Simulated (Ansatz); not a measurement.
`CC(C)B(N)N`, charge 0, multiplicity 1.

**Question.** Give a relaxed structure at PBE0-D4/def2-TZVP (the Gaussian-basis code of Ansatz). (Best estimate.)

**Answer.** Computed: 
Z-matrix (Å, degrees):
```
C
C 1 1.531
H 1 1.095 2 110.8
H 1 1.093 2 112.0 3 -119.7
H 1 1.095 2 111.4 3 119.5
C 2 1.524 1 110.2 3 -63.4
B 2 1.593 1 110.2 3 63.5
H 2 1.099 1 107.4 3 179.8
H 6 1.095 2 111.4 1 -58.3
H 6 1.096 2 111.2 1 60.3
H 6 1.093 2 112.0 1 -179.0
N 7 1.414 2 120.6 1 -104.2
N 7 1.416 2 118.9 1 74.3
H 12 1.003 7 122.2 2 -2.7
H 12 1.004 7 124.2 2 178.1
H 13 1.004 7 124.4 2 -177.1
H 13 1.003 7 122.1 2 2.0
```
This is one stationary point; other conformers may exist.
